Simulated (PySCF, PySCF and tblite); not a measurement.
One step of a conformer study of C7H7FO, numbered as in [CH2:1]=[C:2]([F:3])[CH2:4][C:5]#[C:6][C:7]([CH3:8])=[O:9]: PySCF 2.14.0, density-fitted response routines, GIAO WP04/pcSseg-1 NMR shielding, non-relativistic, IEF-PCM acetonitrile; conformer with 180°.

Torsions listed: F3–C2–C4–C5. Of a mirror pair one member is shown.

Input:

```
{"job": {"xc": "WP04", "basis": "pcSseg-1", "solvent": "acetonitrile", "kind": "nmr", "pop": true}, "charge": 0, "multiplicity": 1}
C      2.666214     0.946861    -0.274571
C      2.407263    -0.194804    -0.877415
F      3.354569    -0.791477    -1.642781
C      1.141491    -1.002425    -0.854474
C      0.105648    -0.402142    -0.049477
C     -0.777264     0.076235     0.615005
C     -1.780639     0.711730     1.426481
C     -3.075661    -0.057422     1.484613
O     -1.583325     1.757476     1.995623
H      1.921962     1.425288     0.333007
H      3.624005     1.423849    -0.376338
H      0.779812    -1.123146    -1.882586
H      1.367232    -2.004491    -0.470714
H     -3.473332    -0.177693     0.478460
H     -3.794292     0.470521     2.105859
H     -2.891282    -1.049419     1.893243
```

Launched as:

```sh
OMP_NUM_THREADS=1 python ens_run.py task.json out
```

Output (atoms count from 0 there):

```
coarse grid: 14120 points
cycle   1  E = -455.3129772348  dE =  1.319e+00  |g| = 1.309e+00  |ddm| = 4.182e+00
cycle   2  E = -454.4875603487  dE =  8.254e-01  |g| = 2.379e+00  |ddm| = 3.705e+00
cycle   3  E = -455.5708626581  dE = -1.083e+00  |g| = 4.615e-01  |ddm| = 3.081e+00
cycle   4  E = -455.6155823907  dE = -4.472e-02  |g| = 1.240e-01  |ddm| = 4.552e-01
cycle   5  E = -455.6174230648  dE = -1.841e-03  |g| = 6.534e-02  |ddm| = 1.211e-01
cycle   6  E = -455.6183067368  dE = -8.837e-04  |g| = 1.409e-02  |ddm| = 5.367e-02
cycle   7  E = -455.6183423822  dE = -3.565e-05  |g| = 6.876e-03  |ddm| = 1.266e-02
cycle   8  E = -455.6183511892  dE = -8.807e-06  |g| = 2.553e-03  |ddm| = 5.678e-03
final grid: 138872 points
cycle   9  E = -455.7239754131  dE = -4.884e-05  |g| = 1.291e-02  |ddm| = 5.826e-02
cycle  10  E = -455.7238663610  dE =  1.091e-04  |g| = 2.604e-02  |ddm| = 2.812e-02
cycle  11  E = -455.7240083833  dE = -1.420e-04  |g| = 3.943e-03  |ddm| = 2.051e-02
cycle  12  E = -455.7240118776  dE = -3.494e-06  |g| = 7.964e-04  |ddm| = 2.978e-03
cycle  13  E = -455.7240119799  dE = -1.024e-07  |g| = 3.197e-04  |ddm| = 7.604e-04
cycle  14  E = -455.7240119974  dE = -1.750e-08  |g| = 1.618e-04  |ddm| = 3.249e-04
cycle  15  E = -455.7240120022  dE = -4.752e-09  |g| = 2.335e-05  |ddm| = 1.322e-04
cycle  16  E = -455.7240120023  dE = -1.073e-10  |g| = 6.933e-06  |ddm| = 2.847e-05
converged SCF energy = -455.7240120023

GIAO shielding tensors (ppm)
atom      isotropic    diamagn.    paramagn.     s11        s22        s33       span
  0 C       75.748     260.072    -184.324    -25.783     95.874    157.153    182.937
  1 C        0.319     259.913    -259.594   -102.159     51.157     51.957    154.116
  2 F      280.603     477.966    -197.363    188.111    307.726    345.972    157.861
  3 C      148.250     258.106    -109.856    132.093    146.562    166.096     34.003
  4 C       79.910     266.908    -186.998      6.403     19.995    213.332    206.929
  5 C       89.551     263.748    -174.197     -2.068      8.430    262.291    264.358
  6 C      -18.312     253.538    -271.851   -117.570    -26.228     88.862    206.432
  7 C      138.275     253.972    -115.697    112.706    122.743    179.377     66.671
  8 O     -280.736     405.604    -686.340   -775.669   -404.502    337.964   1113.633
  9 H       26.738      35.886      -9.147     24.123     25.583     30.510      6.387
 10 H       26.828      27.059      -0.231     24.570     25.169     30.744      6.173
 11 H       28.297      30.426      -2.129     23.623     27.915     33.353      9.731
 12 H       28.300      29.278      -0.978     23.624     27.917     33.359      9.735
 13 H       29.286      30.630      -1.344     26.430     29.296     32.131      5.700
 14 H       29.835      26.496       3.340     26.830     28.051     34.624      7.794
 15 H       29.287      29.916      -0.630     26.438     29.272     32.150      5.712
```

It took 25 s on 1 thread of AMD EPYC 7B13 (shared host) (rough), peak memory 0.94 GiB, launched as `OMP_NUM_THREADS=1 python ens_run.py task.json out`.
